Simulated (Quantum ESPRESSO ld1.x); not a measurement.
Species: Os2+. Configuration: [Xe] 4f14 5d6.

Calculated with ld1.x of Quantum ESPRESSO 7.5: scalar-relativistic Kohn-Sham, LDA (Slater exchange, Perdew-Zunger correlation), spin-polarised, spherical densities, point nucleus; open shells are filled with parallel spins first.

Energy parts (eV):
| part | energy |
|---|---|
| total | -469208.9 |
| kinetic | 520051.0 |
| electron-nucleus | -1161959.0 |
| Hartree | 181624.1 |
| exchange-correlation | -8925.0 |

Orbitals (lengths in bohr, moments of r in powers of bohr; r(max) is where P^2 peaks):
[
 {"orbital": "1s up", "occ.": "1", "eigenvalue (eV)": "-73837.0", "r(max)": "0.011"},
 {"orbital": "1s down", "occ.": "1", "eigenvalue (eV)": "-73837.0", "r(max)": "0.011"},
 {"orbital": "2s up", "occ.": "1", "eigenvalue (eV)": "-12874.8", "r(max)": "0.064"},
 {"orbital": "2s down", "occ.": "1", "eigenvalue (eV)": "-12874.6", "r(max)": "0.064"},
 {"orbital": "2p up", "occ.": "3", "eigenvalue (eV)": "-11216.5", "r(max)": "0.052"},
 {"orbital": "2p down", "occ.": "3", "eigenvalue (eV)": "-11216.4", "r(max)": "0.052"},
 {"orbital": "3s up", "occ.": "1", "eigenvalue (eV)": "-3008.84", "r(max)": "0.179"},
 {"orbital": "3s down", "occ.": "1", "eigenvalue (eV)": "-3008.73", "r(max)": "0.179"},
 {"orbital": "3p up", "occ.": "3", "eigenvalue (eV)": "-2522.05", "r(max)": "0.177"},
 {"orbital": "3p down", "occ.": "3", "eigenvalue (eV)": "-2521.94", "r(max)": "0.177"},
 {"orbital": "3d up", "occ.": "5", "eigenvalue (eV)": "-1977.54", "r(max)": "0.144"},
 {"orbital": "3d down", "occ.": "5", "eigenvalue (eV)": "-1977.38", "r(max)": "0.144"},
 {"orbital": "4s up", "occ.": "1", "eigenvalue (eV)": "-647.865", "r(max)": "0.404"},
 {"orbital": "4s down", "occ.": "1", "eigenvalue (eV)": "-647.642", "r(max)": "0.404"},
 {"orbital": "4p up", "occ.": "3", "eigenvalue (eV)": "-488.153", "r(max)": "0.424"},
 {"orbital": "4p down", "occ.": "3", "eigenvalue (eV)": "-487.930", "r(max)": "0.424"},
 {"orbital": "4d up", "occ.": "5", "eigenvalue (eV)": "-289.927", "r(max)": "0.434"},
 {"orbital": "4d down", "occ.": "5", "eigenvalue (eV)": "-289.659", "r(max)": "0.434"},
 {"orbital": "4f up", "occ.": "7", "eigenvalue (eV)": "-69.5775", "r(max)": "0.404"},
 {"orbital": "4f down", "occ.": "7", "eigenvalue (eV)": "-69.1429", "r(max)": "0.404"},
 {"orbital": "5s up", "occ.": "1", "eigenvalue (eV)": "-109.707", "r(max)": "0.913"},
 {"orbital": "5s down", "occ.": "1", "eigenvalue (eV)": "-108.043", "r(max)": "0.913"},
 {"orbital": "5p up", "occ.": "3", "eigenvalue (eV)": "-69.1174", "r(max)": "1.03"},
 {"orbital": "5p down", "occ.": "3", "eigenvalue (eV)": "-67.0645", "r(max)": "1.03"},
 {"orbital": "5d up", "occ.": "5", "eigenvalue (eV)": "-24.1425", "r(max)": "1.35"},
 {"orbital": "5d down", "occ.": "1", "eigenvalue (eV)": "-21.8185", "r(max)": "1.34"}
]

The highest occupied level is 5d down at -21.818 eV. For comparison, the ionisation energy in NIST's Atomic Spectra Database is 25 eV (theoretical). In exact Kohn-Sham theory the highest level is minus the ionisation energy, but local and semilocal functionals leave it too shallow, through self-interaction and a potential that decays too fast; potentials with the right tail come closer. Spin moment in Bohr magnetons: 4. The density falls to 0.001 e/bohr^3 at r = 3.65 bohr.
